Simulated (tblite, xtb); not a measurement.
C$_{3}$H$_{5}$O$_{3}$, charge +1, singlet, at a GFN2-xTB geometry. Base run: GFN1-xTB run with xtb 6.7.1.

xtb was given this input:
```
$ xtb mol.xyz --gfn 1 --chrg 1 --json

# file mol.xyz
11

O      1.95748784    -0.27218951     0.25694050
C      0.71157370    -0.09779135     0.09291878
O     -0.11883146    -1.01392262     0.41561781
C     -1.45568286    -0.56035097     0.12812415
C     -1.22471823     0.85306571    -0.44647811
O      0.21108993     0.98360706    -0.39619007
H      2.54572447     0.46266413    -0.00759398
H     -2.02566280    -0.57340310     1.06081133
H     -1.90571494    -1.26033741    -0.58070798
H     -1.53967103     0.96714092    -1.48661242
H     -1.65968183     1.65443568     0.15576821
```

Programs used: tblite, xtb; a row that names a program was run with it.

The base run was repeated with changes; each row names its change, and settings that it needs were set with it.

```
change                                                         ΔE vs base (kcal/mol)  HOMO-LUMO gap (eV)  SCF cycles
-------------------------------------------------------------  ---------------------  ------------------  ----------
base                                                                           0.000                5.23          10
file = coord                                                                   0.000                5.23          10
program = tblite; method = gfn1; option = (--efield, 0,0,0.1)                  0.432                   -           -
acc = 0.1                                                                      0.000                5.23          11
acc = 1000                                                                     0.001                5.23           6
etemp = 1000                                                                   0.000                5.23          10
etemp = 5000                                                                  -0.095                5.25          10
acc = 0.0001                                                                   0.000                5.23          14
alpb = benzene                                                                -45.14                5.16          10
program = tblite; method = gfn1; option = (--alpb, water)                     -55.21                   -           -
```

ALPB and GBSA are two models with their own fitted parameters for each solvent, which aren't always the measured dielectric constant.
